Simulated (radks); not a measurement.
Task: Species: the tungsten ion W4+. Configuration: [Xe] 4f14 6s2 (not the ground configuration). Calculated with a radial shooting solver on a logarithmic mesh with Libxc functionals: Dirac Kohn-Sham, PBEsol, spin-unpolarised, spherical densities, finite nucleus; Fermi nuclear charge, rms radius 5.3658 fm.

Spin-orbit splittings of the eigenvalues, e(l+1/2) - e(l-1/2), with zeta = 2 splitting/(2l+1) and mean radii in bohr:

shell  occ.  splitting (eV)  zeta (eV)  <r> j=l-1/2  <r> j=l+1/2
2p        6            1352      901.3      0.06366      0.07162
3p        6           292.3      194.9       0.1906       0.2053
3d       10           63.60      25.44       0.1797       0.1842
4p        6           67.82      45.21       0.4547       0.4881
4d       10               ?          ?       0.5049       0.5163
4f       14           2.254     0.6440       0.5976       0.6065
5p        6           10.61      7.073        1.144        1.232
5d        0           1.214     0.4854        1.580        1.615
6p        0           2.082      1.388        2.665        2.816

Estimate the 4d splitting.

Result: 12.50 eV (zeta = 4.999 eV).
